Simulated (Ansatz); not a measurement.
`O[CH2][Ga]([F])[Cl]`, charge 0, multiplicity 1.

**Question.** Give a relaxed structure at PBE0-D4/def2-TZVP (Ansatz 0.2.0). (An estimate is asked.)

**Answer.** Ansatz gave: 
Cartesian coordinates in Å:
```
O 1.1467 -1.0457 0.6744
C 0.2244 0.0005 0.8572
Ga -0.8481 0.3453 -0.7715
F -2.4347 1.0763 -0.8335
Cl -0.0539 -0.1680 -2.6920
H 1.7210 -0.8436 -0.0691
H 0.7006 0.9358 1.1790
H -0.4561 -0.3006 1.6555
```
